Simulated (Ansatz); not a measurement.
AlGeH8NSi, relaxed with RKS PBE0-D4/def2-TZVP in Ansatz 0.2.0 from a PBE-D4/def2-SVP geometry. The force threshold is 0.005 eV/Å; the program also tests the step.

The species carries charge 0 and has multiplicity 1. The bonds changed during the relaxation, so this is another structure than the one it started from.

Start:

```xyz
12

N     1.129   -0.056    0.685
Si   -0.535    0.728    1.086
Ge   -1.594   -0.333   -0.796
Al    0.875   -0.519   -1.327
H     1.271   -0.929    1.216
H     1.943    0.540    0.898
H    -0.783    0.474    2.555
H    -0.240    2.197    0.923
H    -2.632    0.655   -1.400
H    -2.399   -1.540   -0.226
H     1.507   -1.985   -1.520
H     1.455    0.770   -2.095
```

| step | energy (eV) | largest force (eV/Å) | largest move (Å) |
| --- | --- | --- | --- |
| 1 | -72600.2580 | 0.663 | 0.000 |
| 2 | -72600.2968 | 0.229 | 0.037 |
| 3 | -72600.3016 | 0.090 | 0.029 |
| 4 | -72600.3027 | 0.025 | 0.021 |
| 5 (rejected) | -72600.3027 | 0.045 | 0.032 |
| 6 | -72600.3031 | 0.011 | 0.015 |
| 7 | -72600.3034 | 0.010 | 0.017 |
| 8 | -72600.3037 | 0.030 | 0.040 |
| 9 | -72600.3038 | 0.020 | 0.012 |
| 10 | -72600.3038 | 0.013 | 0.013 |
| 11 | -72600.3039 | 0.009 | 0.008 |
| 12 | -72600.3039 | 0.008 | 0.003 |
| 13 | -72600.3039 | 0.006 | 0.002 |
| 14 | -72600.3039 | 0.003 | 0.002 |

End:

```xyz
12

N     1.135   -0.009    0.667
Si   -0.518    0.689    1.092
Ge   -1.599   -0.313   -0.783
Al    0.855   -0.540   -1.300
H     1.344   -0.848    1.199
H     1.908    0.631    0.820
H    -0.758    0.351    2.524
H    -0.289    2.156    1.000
H    -2.568    0.703   -1.411
H    -2.442   -1.501   -0.275
H     1.469   -2.007   -1.416
H     1.463    0.686   -2.117
```

Run time 49 s (4 threads of an Arm Neoverse V2 on a shared host); peak host memory 0.64 GiB.
